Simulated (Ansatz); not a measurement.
AlGaH₈Si₂, SMILES `[AlH2][SiH2][SiH2][GaH2]`. Charge 0, multiplicity 1.

```xyz
12

Al   -2.258    0.177   -1.943
Si   -0.223    0.853   -0.783
Si    0.241   -0.844    0.782
Ga    2.236   -0.181    1.936
H    -3.678    0.584   -1.361
H    -2.168   -0.771   -3.214
H    -0.353    2.133   -0.026
H     0.969    0.976   -1.672
H     0.385   -2.127    0.034
H    -0.945   -0.977    1.677
H     3.648   -0.561    1.361
H     2.146    0.739    3.207
```

Question: What are the harmonic wavenumbers in cm⁻¹ at PBE0-D4/def2-TZVP (Ansatz, finite differences of forces, unscaled)? (Best estimate.)

Answer: Ansatz gave: 24, 45, 68, 90, 104, 294, 309, 334, 373, 383, 428, 498, 507, 566, 595, 605, 693, 706, 752, 775, 912, 925, 1911, 1925, 1953, 1961, 2186, 2189, 2192, 2202.

Question: Is this a minimum?

Answer: Yes, all 30 modes are real.

Question: Give the ideal-gas thermochemistry at 298.15 K and 1 bar (rigid rotor, harmonic oscillator; point group Cs, symmetry number 1).

Answer: Zero-point energy 158.5 kJ/mol; H(298) − E = 188.5 kJ/mol; entropy 435.7 J/(mol·K), of which translation 172.2, rotation 122.6, vibration 140.8; G(298) − E = 58.6 kJ/mol. Modes under 100 cm⁻¹ are hindered rotations or soft bends, so the harmonic entropy is rough.
